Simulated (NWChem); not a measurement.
phosphorus nitride (NP)

SMILES: N#P
```xyz
2

N      0.0000     0.0000     1.0149
P      0.0000     0.0000    -0.4736
```
Charge 0, spin multiplicity 1.

Everything below was run with NWChem. The geometry was optimised at PBE0/def2-SVP, a minimum by its harmonic frequencies.

Symmetry labels belong to the abelian group C2v used in the runs, with the axes of the coordinates shown; states degenerate in a higher group split over its labels.

**Question.** List the lowest 3 singlet excitations that TDA-CAM-B3LYP/aug-cc-pVDZ gives, with oscillator strengths.

**Answer.** 
```csv
state,symmetry,energy (eV),wavelength (nm),f
1,a2,4.72,263,0.000
2,a2,5.12,242,0.000
3,a1,5.12,242,0.000
```
